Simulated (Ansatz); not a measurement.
The same path of ClH3Sn (5 atoms, charge 0, multiplicity 1) was run 3 times with different band settings. Lost on the way: Sn1–H3. Made: Cl2–H3.

Method: RKS PBE-D4/def2-SVP (Ansatz).

Relaxed end points:

```xyz
5
Properties=species:S:1:pos:R:3
Sn -0.126 -0.076 0.110
Cl 1.503 0.906 -1.316
H -0.808 -1.392 -0.768
H -1.282 1.156 0.450
H 0.713 -0.594 1.524
```

```xyz
5
Properties=species:S:1:pos:R:3
Sn -0.785 -0.300 0.984
Cl 0.762 -0.061 -1.507
H 0.205 -1.059 -2.128
H -0.983 1.485 0.847
H 0.801 -0.065 1.804
```

Common settings: spring 5.0 eV/Å²; optimiser quadratic models (default); force threshold 0.05 eV/Å; iteration limit 60; end points relaxed.

| run | movable images | climbing image | start path |
| --- | --- | --- | --- |
| 1 | 5 | yes | through a guess of the saddle point |
| 2 | 4 | no | through a guess of the saddle point |
| 3 | 5 | yes | straight line |

**Question.** What does each run give, and how far can it be trusted?

**Answer.** Run 1: converged after 7 iterations, highest image 1.667 eV above the first end. A vibrational analysis at the climbing image gives one clearly imaginary mode, 797i cm⁻¹: a first-order saddle point.
Run 2: converged after 5 iterations, highest image 1.518 eV above the first end. No image climbed, so the highest image needn't sit at the top of the path.
Run 3: converged after 6 iterations, highest image 1.667 eV above the first end. Another band between the same ends (5 images) ends at a top of the same energy, where a vibrational analysis finds 1 clearly imaginary mode.
The orbitals stay closed-shell, which can raise the energy where a bond breaks towards radicals; this wasn't checked here.
